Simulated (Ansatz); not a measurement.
Cost and result for the atomization energy of C2H6BrFSi (`FC[SiH2]CBr`) (11 atoms, 10 bonds).

Cartesian coordinates in Å:
```
F 1.338 1.400 -1.067
C 0.337 1.526 -0.105
Si 0.136 -0.119 0.804
C -0.307 -1.463 -0.429
Br -2.030 -1.060 -1.241
H 0.618 2.334 0.578
H -0.589 1.817 -0.612
H 1.422 -0.480 1.462
H -0.937 0.012 1.823
H -0.402 -2.446 0.031
H 0.414 -1.521 -1.243
```

The species carries charge 0 and has multiplicity 1. Correlated methods include outer-core shells of Br, which these sets cover unevenly. Scalar relativity is left out up to krypton. All single points use the PBE0-D4/def2-TZVP geometry. It is one conformer, not always the lowest. Program: Ansatz. Hardware: A = 2 threads of an AMD EPYC 7R13 on a shared host; B = 2 threads of an AMD EPYC 7R13 on a shared host and a share of an NVIDIA H100 80 GB. Times are those of one run each, without the atoms' runs, and a repeat can differ threefold. Electronic energies, without spin–orbit coupling; frozen cores. CCSD(T)/CBS adds CCSD(T) − MP2 in def2-TZVPP to the MP2 limit, and its time is that of the two runs behind it. T1 = 0.010. With those shells the extrapolation isn't a true limit. B3LYP takes the VWN-RPA correlation (the form of Gaussian; ORCA's B3LYP/G).

CCSD(T)/CBS is a level of theory with its own doubt, some kJ/mol a heavy atom from the limit and from the frozen cores, so smaller differences don't rank the functionals.

```csv
level,functions,wall time
PBE-D4/def2-TZVPP (with forces) [A],267,4.2 s
PBE0-D4/def2-TZVPP [A],267,6 s
r2SCAN-D4/def2-TZVPP (with forces) [A],267,7.5 s
MP2/def2-QZVPP [B],510,8 s
B3LYP-D4/def2-TZVPP (with forces) [A],267,9 s
CCSD(T)/def2-TZVPP [B],267,9 s
B2PLYP/def2-TZVPP [A],267,11 s
ωB97X-V/def2-TZVPP [A],267,14 s
CCSD(T)/CBS(def2),–,17 s
ωB97M-V/def2-TZVPP (with forces) [A],267,20 s
```

Question: What atomization energy does each give, and how far from CCSD(T)/CBS? (Best estimate.)

Answer: Ansatz gave: 
```json
{"level": "PBE-D4/def2-TZVPP (with forces) [A]", "atomization (kJ/mol)": "3814.8", "difference from CCSD(T)/CBS": "50.8", "per bond": "5.1"}
{"level": "PBE0-D4/def2-TZVPP [A]", "atomization (kJ/mol)": "3758.2", "difference from CCSD(T)/CBS": "-5.8", "per bond": "-0.6"}
{"level": "r2SCAN-D4/def2-TZVPP (with forces) [A]", "atomization (kJ/mol)": "3765.2", "difference from CCSD(T)/CBS": "1.2", "per bond": "0.1"}
{"level": "MP2/def2-QZVPP [B]", "atomization (kJ/mol)": "3772.6", "difference from CCSD(T)/CBS": "8.6", "per bond": "0.9"}
{"level": "B3LYP-D4/def2-TZVPP (with forces) [A]", "atomization (kJ/mol)": "3747.1", "difference from CCSD(T)/CBS": "-16.9", "per bond": "-1.7"}
{"level": "CCSD(T)/def2-TZVPP [B]", "atomization (kJ/mol)": "3664.5", "difference from CCSD(T)/CBS": "-99.5", "per bond": "-9.9"}
{"level": "B2PLYP/def2-TZVPP [A]", "atomization (kJ/mol)": "3706.3", "difference from CCSD(T)/CBS": "-57.7", "per bond": "-5.8"}
{"level": "ωB97X-V/def2-TZVPP [A]", "atomization (kJ/mol)": "3770.0", "difference from CCSD(T)/CBS": "6.0", "per bond": "0.6"}
{"level": "CCSD(T)/CBS(def2)", "atomization (kJ/mol)": "3764.0", "difference from CCSD(T)/CBS": "0.0", "per bond": "0.0"}
{"level": "ωB97M-V/def2-TZVPP (with forces) [A]", "atomization (kJ/mol)": "3760.9", "difference from CCSD(T)/CBS": "-3.1", "per bond": "-0.3"}
```

The D4 term adds +39.6 kJ/mol with B3LYP and +20.8 kJ/mol with PBE0; it sums over pairs of atoms, weighted by their polarisabilities, and B3LYP, whose exchange is more repulsive, gets the larger term. From PBE to PBE0 (25 % exact exchange), in def2-TZVPP and without D4, the atomization energy moves by −53.0 kJ/mol: exact exchange takes away binding that semilocal exchange gives to molecules. In def2-TZVPP, CCSD(T) changes the Hartree–Fock value by +904.4 kJ/mol (the triples alone add +52.7 kJ/mol) and MP2 by +954.0 kJ/mol; breaking electron pairs costs correlation energy, which Hartree–Fock lacks.
